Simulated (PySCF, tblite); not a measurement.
FH9O2Si4.
Atom-mapped SMILES: `[OH:1][SiH2:2][Si@:3]([F:4])([SiH3:5])[O:6][SiH3:7]` (hydrogens: H8 on O1; H9, H10 on Si2; H11, H12, H13 on Si5; H14, H15, H16 on Si7)

Cartesian coordinates in Å at the GFN2-xTB level; atoms count from 1:
```
atom  x, y, z in Å
O1     2.700    0.409    1.333
Si2    1.956   -0.730    0.432
Si3    0.102    0.450   -0.223
F4     0.292    0.687   -1.829
Si5   -0.675    2.450    0.649
O6    -1.180   -0.556   -0.183
Si7   -2.031   -1.904   -0.451
H8     3.530    0.248    1.774
H9     1.719   -1.926    1.262
H10    2.882   -1.200   -0.614
H11   -1.567    3.215   -0.235
H12   -1.416    2.274    1.907
H13    0.452    3.342    0.953
H14   -3.424   -1.466   -0.431
H15   -1.709   -2.813    0.650
H16   -1.639   -2.471   -1.739
```

Jobs on this species (16 atoms, 90 electrons) with PySCF (density fitting) and tblite. Hardware of each: Arm Neoverse N1, one thread, shared host. Other jobs ran on the host; a repeat could differ by tens of per cent or more.

**Question.** Rank these jobs by wall time, shortest first.
A. GFN2-xTB; L-BFGS relaxation
B. B3LYP/def2-SVPD; 8 singlets by full TDDFT, 3 Tamm–Dancoff triplets, polarisability, density and orbital grids written; 237 basis functions
C. GFN2-xTB; Hessian by finite differences
D. PBE0/pcSseg-1; shieldings, charges and field gradients; 192 basis functions

**Answer.** C (1.3 s), A (2.4 s), D (55 s), B (1.8 min).

All jobs:

```csv
level and settings,work,basis functions,SCF cycles,wall time
GFN2-xTB,Hessian by finite differences,–,–,1.3 s
GFN2-xTB,L-BFGS relaxation,–,–,2.4 s
PBE0/pcSseg-1,"shieldings, charges and field gradients",192,13,55 s
B3LYP/def2-SVPD,"8 singlets by full TDDFT, 3 Tamm–Dancoff triplets, polarisability, density and orbital grids written",237,13,1.8 min
```

**Question.** What do all jobs in the table cost together?

**Answer.** About 2.8 min; the longest takes about 65 % of that, and about 83 times as long as the shortest.
